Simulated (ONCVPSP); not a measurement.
silver (Ag) ONCV: all-electron and pseudo phase curves

ONCVPSP 4.0.1 input, shortened (lines: element, Z, core and valence counts, functional; n l f; lmax; l rc ep ncon nbas qcut; lloc lpopt rc5 dvloc0; l nproj debl; icmod fcfact rcfact), PBE, scalar-relativistic:

```
  Ag 47.00    6    4        4      upf
    1    0    2.00
    2    0    2.00
    2    1    6.00
    3    0    2.00
    3    1    6.00
    3    2   10.00
    4    0    2.00
    4    1    6.00
    4    2   10.00
    5    0    1.00
    2
    0    1.65    0.00    4    8    6.50
    1    1.05    0.00    4    8    6.20
    2    1.85    0.00    4    9    8.20
    4    5    0.70    0.00
    0    2    3.80
    1    2    3.30
    2    1    1.70
    0    0.00    0.00
```

The phase is arctan(r·R′/R) of the radial function R(r), unwrapped; energies in Ha, scanned from -5 to 5 Ha. A pole is an energy at which the radial function vanishes at the test radius. The pseudo phase is shifted by a multiple of π to meet the all-electron one at the reference energy, and phase errors are pseudo minus all-electron; the curves can meet again beyond the range given. Levels narrower than the energy grid can be missing from the lists of poles. Where the grid stepped over a known ghost or core level, its pole and its step of π were put in at the level’s energy.

Problem. For each channel, where are the poles, and over which energies does the pseudopotential scatter like the atom?

Solution.

```json
{"channel": "s", "radius (bohr)": "1.67", "reference energy (Ha)": "-0.16", "poles, all-electron": "-3.25", "poles, pseudo": "-3.25, -1.48", "unbroken range about the reference energy with phases within 0.05 rad": "above -1.4", "phase error 1 Ha above the reference energy (rad)": "+0.003"}
{"channel": "p", "radius (bohr)": "1.07", "reference energy (Ha)": "-2.15", "poles, all-electron": "2.61", "poles, pseudo": "2.61", "unbroken range about the reference energy with phases within 0.05 rad": "the whole range", "phase error 1 Ha above the reference energy (rad)": "-0.000"}
{"channel": "d", "radius (bohr)": "1.88", "reference energy (Ha)": "-0.27", "poles, all-electron": "0.25", "poles, pseudo": "0.26", "unbroken range about the reference energy with phases within 0.05 rad": "below 1.8", "phase error 1 Ha above the reference energy (rad)": "+0.004"}
```

Note: ghosts flagged at negative energy: s at -40.1 eV; GHOST(+) flagged for p at 450.7 eV. A true bound ghost makes a file unfit for plane-wave use.

Phases in the s channel:

```csv
E (Ha),all-electron,pseudo
-4.96,1.223,4.364
-4.72,1.183,4.324
-4.48,1.120,4.261
-4.24,1.001,4.141
-4.00,0.683,3.823
-3.76,-0.473,2.667
-3.52,-1.324,1.817
-3.28,-1.556,1.586
-3.04,-1.658,1.483
-2.80,-1.720,1.421
-2.56,-1.765,1.376
-2.32,-1.804,1.337
-2.08,-1.839,1.301
-1.84,-1.875,1.264
-1.60,-1.913,1.222
-1.36,-1.956,-1.950
-1.12,-2.006,-2.005
-0.88,-2.067,-2.066
-0.64,-2.142,-2.142
-0.40,-2.241,-2.241
-0.16,-2.373,-2.373
0.08,-2.555,-2.555
0.32,-2.803,-2.802
0.56,-3.113,-3.111
0.80,-3.443,-3.440
1.04,-3.731,-3.728
1.28,-3.952,-3.948
1.52,-4.112,-4.109
1.76,-4.229,-4.225
2.00,-4.316,-4.313
2.24,-4.382,-4.380
2.48,-4.435,-4.432
2.72,-4.478,-4.475
2.96,-4.513,-4.511
3.20,-4.543,-4.540
3.44,-4.568,-4.566
3.68,-4.590,-4.588
3.92,-4.610,-4.608
4.16,-4.628,-4.626
4.40,-4.644,-4.642
4.64,-4.658,-4.657
4.88,-4.672,-4.670
```
